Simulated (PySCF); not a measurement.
# Tl⁶⁵⁺: ionisation energy

Tl⁶⁵⁺ [Ne] 3s2 3p4 [3p1/2^2 3p3/2^2, M_J = 2] → Tl⁶⁶⁺ [Ne] 3s2 3p3 [3p1/2^2 3p3/2^1, M_J = 3/2], as a difference of total energies. Calculation: PySCF 2.14, in an uncontracted even-tempered set (17 s from 22 bohr⁻², ratio 2.4; 14 p from 29 bohr⁻², ratio 2.4; 4 d from 99 bohr⁻², ratio 2.6; 4 f from 150 bohr⁻², ratio 2.6); the two-component X2C-1e Hamiltonian. Correlated levels: 1s2 frozen; the 46 highest virtual spinors dropped. "Screened" scales the spin-orbit matrix elements by Boettger's factors to mimic the two-electron term; Breit and QED terms are absent.

| method | ionisation energy (eV) |
| --- | --- |
| GHF (spin-free) | 7570.8 |
| GMP2 (spin-free) | 7572.2 |
| GHF (screened spin-orbit) | 7433.3 |
| GMP2 (screened spin-orbit) | 7433.9 |

Breit and QED terms and the two-electron picture change are absent.

The spin-free rows relax to the high-spin LS determinant and lack the spin-orbit shift.

The labels give the starting determinants; with spin-orbit coupling the two ends relaxed to ⟨J²⟩ = 6.00, ⟨L²⟩ = 3.33, ⟨S²⟩ = 1.42 and ⟨J²⟩ = 3.75, ⟨L²⟩ = 2.64, ⟨S²⟩ = 1.49.

For comparison: 7430 ± 30 eV (theoretical estimate listed by NIST; NIST Atomic Spectra Database, ionization energies).
